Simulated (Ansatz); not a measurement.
Geometry optimisation, Ansatz, RKS PBE0-D4/def2-SVP.

Input file:

```yaml
crystal:
  periodic: [false, false, false]
  atoms:
    - { symbol: Si, position_ang: [-2.038478, 0.49732, -0.759039] }
    - { symbol: F, position_ang: [-1.170493, -0.621235, -1.625338] }
    - { symbol: H, position_ang: [-2.880304, 1.238961, -1.728558] }
    - { symbol: H, position_ang: [-2.831113, -0.32188, 0.197904] }
    - { symbol: O, position_ang: [-1.044555, 1.572191, -0.023372] }
    - { symbol: H, position_ang: [0.063306, -1.202905, 0.067444] }
    - { symbol: O, position_ang: [0.432682, -0.592659, 0.720557] }
    - { symbol: Si, position_ang: [2.114436, -0.45893, 0.646305] }
    - { symbol: H, position_ang: [-0.442433, 1.097449, 0.573655] }
    - { symbol: H, position_ang: [2.471995, 0.578016, 1.649807] }
    - { symbol: H, position_ang: [2.762939, -1.761797, 0.994675] }
    - { symbol: H, position_ang: [2.562017, -0.02443, -0.714042] }
basis:
  gaussian: { orbitals: def2-SVP }
hamiltonian:
  xc: pbe0
  dispersion: d4
relax:
  f_tol: 0.03
  max_steps: 50
```

Command:

```bash
$ ansatz run input.yaml --threads 2 --pin off --max-ram 3072MiB --backend cpu --events-out ev --progress --plain --runs-dir out
```

Problem. Where does it end, and by what steps?

Solution. The run converged. The force dipped under the threshold on the way, but the program's further checks kept it going. After 30 steps the energy has fallen by 0.107 eV; H6 moved furthest, 1.45 Å.

```csv
step,energy less start (eV),largest force component (eV/Å),accepted
0,0.0000,0.470,yes
2,-0.0529,0.499,yes
4,-0.0758,0.632,yes
6,-0.0863,0.103,no
8,-0.0904,0.032,yes
10,-0.0923,0.062,yes
12,-0.0946,0.175,yes
14,-0.0979,0.051,yes
16,-0.0994,0.076,yes
18,-0.1008,0.078,yes
20,-0.1032,0.093,yes
22,-0.1043,0.054,yes
24,-0.1057,0.035,yes
26,-0.1061,0.028,yes
28,-0.1065,0.038,yes
30,-0.1068,0.012,yes
```

```xyz
12
Properties=species:S:1:pos:R:3
Si -2.197 0.290 -0.561
F -1.223 -0.519 -1.616
H -3.428 0.685 -1.285
H -2.463 -0.687 0.529
O -1.412 1.644 -0.079
H 0.552 -0.197 -0.850
O 0.927 0.230 -0.064
Si 2.160 -0.564 0.749
H -0.488 1.463 0.173
H 2.476 0.285 1.928
H 1.727 -1.922 1.194
H 3.368 -0.707 -0.118
```

Whether the end is a true minimum wasn't checked by a vibrational analysis.

The run took 67 s on 2 threads of Intel(R) Xeon(R) 6975P-C (Granite Rapids), with other jobs on the host, peak memory 0.28 GiB.
